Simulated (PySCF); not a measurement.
Molecule: SMILES CC[C@@H](C)[S@](C)=O, C5H12OS.

Bonds (- single, = double, # triple, : aromatic): C1-C2, C2-C3, C3-C4, C3-S5, S5-C6, S5=O7. C1 carries H8, H9, H10; C2 carries H11, H12; C3 carries H13; C4 carries H14, H15, H16; C6 carries H17, H18, H19. Stereochemistry as in CC[C@@H](C)[S@](C)=O. H12 is pro-R; H11 is pro-S.

Frames of a GFN2-xTB Langevin trajectory at 200 K; GIAO PBE0/pcSseg-1 shieldings in PySCF 2.14, gas phase, non-relativistic; equivalent atoms averaged within each frame.

Scale: 13C (σ = 186.93 ppm) and 1H (σ = 31.72 ppm) against TMS; 33S (σ = 503.73 ppm) against CS2; 17O (σ = 336.08 ppm) against H2O (reference shieldings calculated alike). The references are static minima.

**Question.** How do the shifts (ppm) fluctuate along the trajectory?

**Answer.** 
```tsv
time (fs)	C3	C6	C2	C4	C1	S5	O7	H11	H13	H17/H18/H19
optimised geometry	68.6	43.7	25.0	13.4	8.9	329	55.9	2.70	2.47	2.29
250	80.1	39.9	17.7	10.8	9.4	346	64.0	3.27	2.78	2.36
425	65.3	45.6	25.6	6.5	15.6	344	88.2	2.80	2.12	2.29
625	85.1	43.4	22.7	18.7	8.2	319	68.0	3.19	1.82	2.44
800	66.7	47.9	20.6	18.5	8.6	354	62.5	3.09	1.77	3.18
1000	63.6	41.8	18.5	10.8	14.8	328	64.8	2.53	2.78	2.82
mean of frames	72.2	43.7	21.0	13.1	11.3	338	69.5	2.98	2.25	2.62
standard deviation	9.7	3.1	3.2	5.4	3.6	15	10.7	0.31	0.50	0.38
```

5 frames give an uncertainty of the mean of about the standard deviation over 2.2 at best, since frames this close in time may not be independent; classical motion lacks zero-point vibration, and the reference would need the same averaging.
